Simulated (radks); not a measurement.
Spherical quantum dot in the effective-mass picture: electrons in a hard-walled sphere of radius 2.48, all in effective atomic units (hartree* = m*/eps^2 hartree, bohr* = eps/m* bohr), one dielectric constant everywhere. Method: non-relativistic Kohn-Sham, LDA (Slater exchange, Perdew-Wang correlation), spin-polarised, spherical densities; computed with a radial shooting solver with Libxc functionals. Levels are named by radial order and angular momentum (1s, 1p, 1d, 2s, ...), and open shells are averaged over m.

N = 7, configuration 1s2 1p(up 3, down 2). This is the lowest configuration that the search found. Occupied and some empty levels:

level,occupation,eigenvalue (hartree*),<r> (bohr*)
1s up,1,4.5279,1.408
1s down,1,4.5680,1.407
1p up,3,5.1685,1.564
1p down,2,5.2098,1.564
1d up,0,6.0942,1.668
1d down,0,6.1351,1.668
2s up,0,7.0027,1.182
2s down,0,7.0321,1.182
1f up,0,7.2665,1.744
1f down,0,7.3064,1.745

Energy (hartree*): total 21.5015, kinetic 10.248, external 0, Hartree 14.533, exchange-correlation -3.2800.

Electron density:

r (bohr*),n(r) (e/bohr*^3)
0.125,0.09501
0.249,0.1038
0.372,0.1179
0.496,0.1364
0.620,0.1582
0.744,0.1817
0.868,0.2048
0.992,0.2252
1.11,0.2403
1.24,0.2478
1.36,0.2454
1.49,0.2318
1.61,0.2070
1.74,0.1727
1.86,0.1326
1.98,0.09086
2.11,0.05294
2.23,0.02359
2.35,0.005765
2.48,0.00001002
